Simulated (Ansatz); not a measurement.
Cost and result up the ladder for Sn5H2 (7 atoms). The state is a singlet with charge 0. Geometry: PBE-D4/def2-SVP.

Cartesian coordinates in Å:
```
Sn 0.488 1.852 0.966
Sn -1.231 -0.001 -1.756
Sn 0.743 -1.850 0.791
Sn 1.529 0.156 -1.072
Sn -1.529 -0.156 1.072
H 2.941 0.300 -2.062
H -2.941 -0.300 2.062
```

Ansatz on 4 threads of Arm Neoverse V1 on a shared host. Times are rough, and most runs start from the orbitals of an earlier one. No level here is sound enough to serve as a yardstick. Binding counts from free atoms at the same level (Sn triplet, H doublet; other spins of the atoms weren't run), without zero-point energy or a counterpoise term.

In the def2 sets Sn takes a core potential; there is no spin–orbit coupling. HSE06 is defined as in plane-wave codes, on full-range PBE exchange. Correlated methods freeze 20 core orbitals; core or outer-core shells of Sn are correlated, in sets that lack core-valence functions. The rows differ in basis, and correlated rows in double-zeta sets carry the largest basis error. The structure comes from a short search, and lower isomers may exist.

Correlated methods converge slowly with the basis, most of all in double-zeta sets.

```tsv
level	functions	wall time	binding energy per atom (eV)	remarks
PBE-D4/def2-SVP	140	2.3 s	2.41	restricted SCF unstable in HF
LDA (SPW92)/def2-TZVP	262	2.9 s	2.86	restricted SCF unstable in HF
PBE0-D4/def2-SVP	140	4.7 s	2.32	restricted SCF unstable in HF
PBE-D4/def2-TZVP (with forces)	262	6.5 s	2.44	restricted SCF unstable in HF
r2SCAN-D4/def2-TZVP	262	12 s	2.36	restricted SCF unstable in HF
HSE06-D4/def2-TZVP	262	12 s	2.35	restricted SCF unstable in HF
MP2/def2-TZVP	262	15 s	2.35	restricted SCF unstable
r2SCAN0-D4/def2-TZVP	262	17 s	2.29	restricted SCF unstable in HF
PBE0-D4/def2-TZVP	262	17 s	2.35	restricted SCF unstable in HF
CCSD(T)/def2-SVP	140	74 s	2.08	large T1 (0.020), restricted SCF unstable
```
